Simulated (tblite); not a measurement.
C5H6ClNS.
Atom-mapped SMILES: `[CH3:1][CH2:2][c:3]1[cH:4][s:5][c:6]([Cl:7])[n:8]1` (hydrogens: H9, H10, H11 on C1; H12, H13 on C2; H14 on C4)

The geometry is computed with GFN2-xTB (gas phase).

Q: Give the optimised bond lengths and angles.

A: 
| bond | length (pm) |
| --- | --- |
| C1–C2 | 153.0 |
| C2–C3 | 149.3 |
| C3–C4 | 136.1 |
| C4–S5 | 172.3 |
| S5–C6 | 175.5 |
| C6–Cl7 | 169.0 |
| C6–N8 | 128.0 |
| C3–N8 | 136.1 |
| C1–H9, C1–H10, C1–H11 | 108.7 |
| C2–H12, C2–H13 | 109.1 |
| C4–H14 | 107.1 |

Bonds in one row agree within 1 pm and their mean is given. A selection of angles:
| angle | degrees |
| --- | --- |
| C2–C1–H9 | 110.1 |
| H9–C1–H10 | 108.6 |
| C1–C2–C3 | 110.6 |
| C1–C2–H12 | 109.4 |
| C3–C2–H12 | 108.3 |
| C3–C2–H13 | 109.5 |
| H12–C2–H13 | 109.1 |
| C2–C3–C4 | 126.4 |
| C2–C3–N8 | 119.2 |
| C4–C3–N8 | 114.3 |
| C3–C4–S5 | 111.3 |
| C3–C4–H14 | 128.4 |
| S5–C4–H14 | 120.3 |
| C4–S5–C6 | 87.4 |
| S5–C6–Cl7 | 121.1 |
| S5–C6–N8 | 115.0 |
| Cl7–C6–N8 | 123.9 |
| C3–N8–C6 | 112.0 |

Dihedral angles: C1–C2–C3–C4 -94° (anticlinal). The mirror-image conformer, all signs reversed, is as good.

The 3 C–C bonds span 1.361 Å (C3–C4, aromatic) to 1.530 Å (C1–C2, drawn single), a spread of 0.169 Å. The C–S distances run from 1.723 Å (C4–S5, aromatic) to 1.755 Å (S5–C6, aromatic), a spread of 0.032 Å. The C–N distances run from 1.280 Å (C6–N8, aromatic) to 1.361 Å (C3–N8, aromatic), a spread of 0.081 Å. The 5-membered ring C3–C4–S5–C6–N8 has internal angles of 87.4° to 115.0°; it is planar, 0.00 Å rms from its mean plane, widest ring torsion 0°.

Point group: C1 (no symmetry element, even within 0.4 Å). Its GFN2-xTB frequencies are all real (lowest 26 cm⁻¹). One conformer, not necessarily the lowest.

Hardware: one thread, Intel Xeon at 2.50 GHz (x86_64), shared host. Cost: 0.82 s wall. These figures are those of the optimisation.
